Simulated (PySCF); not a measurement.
TDDFT excited states: C4H9ClO2Si

C4H9ClO2Si.
SMILES: `C=CO[C@@H](CCl)O[SiH3]`

Level of theory: PySCF, TDDFT wB97X-D/def2-SVPD, vertical, gas phase, core orbitals frozen in the response. Geometry: GFN2-xTB, one conformer, isolated molecule. Torsions of this conformer, `[CH2:1]=[CH:2][O:3][C@@H:4]([CH2:5][Cl:6])[O:7][SiH3:8]`: C1–C2–O3–C4 1°, C2–O3–C4–C5 171°, O3–C4–C5–Cl6 -167°, O3–C4–O7–Si8 174°.

Predict the UV-vis stick spectrum at this level.

```json
{"state": "S1", "E (eV)": "7.06", "λ (nm)": "175.6", "ν̃ (cm⁻¹)": "56940", "f": "0.053", "main configurations (H = HOMO, L = LUMO)": "H→L (50%), H→L+5 (24%), H→L+2 (12%)"}
{"state": "S2", "E (eV)": "7.20", "λ (nm)": "172.1", "ν̃ (cm⁻¹)": "58090", "f": "0.192", "main configurations (H = HOMO, L = LUMO)": "H→L+3 (42%), H→L+2 (23%), H→L+1 (18%)"}
{"state": "S3", "E (eV)": "7.48", "λ (nm)": "165.8", "ν̃ (cm⁻¹)": "60320", "f": "0.0077", "main configurations (H = HOMO, L = LUMO)": "H-1→L (65%), H→L+4 (10%)"}
{"state": "S4", "E (eV)": "7.56", "λ (nm)": "164.0", "ν̃ (cm⁻¹)": "60960", "f": "0.035", "main configurations (H = HOMO, L = LUMO)": "H→L+4 (36%), H-1→L (15%), H→L+6 (14%)"}
{"state": "S5", "E (eV)": "7.66", "λ (nm)": "161.9", "ν̃ (cm⁻¹)": "61780", "f": "0.0008", "main configurations (H = HOMO, L = LUMO)": "H-2→L+1 (22%), H-2→L (17%), H→L+1 (10%)"}
{"state": "S6", "E (eV)": "7.71", "λ (nm)": "160.7", "ν̃ (cm⁻¹)": "62210", "f": "0.0043", "main configurations (H = HOMO, L = LUMO)": "H-1→L+1 (37%), H-1→L+2 (13%), H-3→L (9%)"}
{"state": "S7", "E (eV)": "7.90", "λ (nm)": "156.8", "ν̃ (cm⁻¹)": "63760", "f": "0.0092", "main configurations (H = HOMO, L = LUMO)": "H→L (15%), H→L+1 (15%), H→L+5 (14%)"}
{"state": "S8", "E (eV)": "8.15", "λ (nm)": "152.1", "ν̃ (cm⁻¹)": "65730", "f": "0.0078", "main configurations (H = HOMO, L = LUMO)": "H-3→L (55%)"}
```

Triplets, Tamm–Dancoff:

```tsv
state	E (eV)	λ (nm)	main configurations (H = HOMO, L = LUMO)
T1	4.64	267.5	H→L+3 (69%)
T2	6.99	177.3	H-2→L+1 (17%), H→L (13%), H-2→L (12%)
T3	7.03	176.3	H-1→L (23%), H→L (16%), H→L+5 (9%)
```

The lowest singlet lies at 7.06 eV (176 nm, vacuum ultraviolet) and is of moderate strength; its leading configuration is HOMO→LUMO (50%). The strongest level in the table is S2 at 7.20 eV (172 nm, f = 0.192). Löwdin shares by element: HOMO carbon 64% or more, oxygen 23% or more; LUMO silicon 26%, chlorine 17%, hydrogen 17% or more (atoms not listed hold the other 40%). Of the 8 states listed, 3 reach f = 0.01 and none stays under 0.0005. Orbital energies (eV): HOMO-3 -10.89, HOMO-2 -10.80, HOMO-1 -10.20, HOMO -9.02, LUMO 1.84, LUMO+1 2.09, LUMO+2 2.30. Weighted by f, the mean energy of these states is 7.28 eV. The window holds the lowest 8 singlets.
